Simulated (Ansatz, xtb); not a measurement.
**C5H10OS: which of two isomers lies lower**

Structure I: `CC(C)[C@@H](S)C=O`, a singlet. Structure II: `CC(C)/C(S)=C\O`, a singlet. Both are isolated molecules in the gas phase, relaxed with r2SCAN-D4/def2-SVP; each stands in its lowest conformer found.

Task: Estimate E(II) − E(I) at the level CCSD(T)/def2-SVP + ΔMP2/def2-TZVPP.

Result: Calculated at CCSD(T)/def2-SVP + ΔMP2/def2-TZVPP: E(II) − E(I) = +7.5 kcal/mol, so structure I lies lower.

How the difference moves with the method:

| level | geometry | E(II) − E(I) (kcal/mol) | departure from the last row (kcal/mol) | job, with rough time for the two |
| --- | --- | --- | --- | --- |
| r2SCAN-D4/def2-SVP | r2SCAN-D4/def2-SVP | +8.4 | +0.8 | optimisation, 3.8 min |
| HF/def2-SVP | r2SCAN-D4/def2-SVP | +10.4 | +2.9 | part of the CCSD(T) run |
| MP2/def2-SVP | r2SCAN-D4/def2-SVP | +10.3 | +2.8 | part of the CCSD(T) run |
| CCSD(T)/def2-SVP | r2SCAN-D4/def2-SVP | +10.5 | +3.0 | single point |
| CCSD(T)/def2-SVP + ΔMP2/def2-TZVPP | r2SCAN-D4/def2-SVP | +7.5 |  | single point, 4.6 min |

As drawn, II has 1 C=C, 1 C–O, 1 O–H in place of 1 C–C, 1 C=O, 1 C–H.

None of the levels shown reverses the order. The largest departure from CCSD(T)/def2-SVP + ΔMP2/def2-TZVPP is that of CCSD(T)/def2-SVP, 3.0 kcal/mol. Levels run at GFN2-xTB geometries aren't shown. The last row adds to CCSD(T) the change of the MP2 difference between the two basis sets, here −3.0 kcal/mol, a large step that makes the value less sure.

With thermal terms from frequencies at re-optimised GFN2-xTB minima (ideal gas, soft modes damped towards free rotors, one conformer each, 298.15 K, 1 atm): on the last row, ΔE + ΔZPE = +7.4, ΔH = +7.5, ΔG = +7.4 kcal/mol.

The correlated steps freeze 11 core orbitals. Mirror images aren't counted in ΔG. Programs: Ansatz 0.2.0, xtb 6.7.1; the last row on 2 threads of Intel(R) Xeon(R) Processor @ 2.50GHz (Skylake/Cascade Lake) on a shared host.
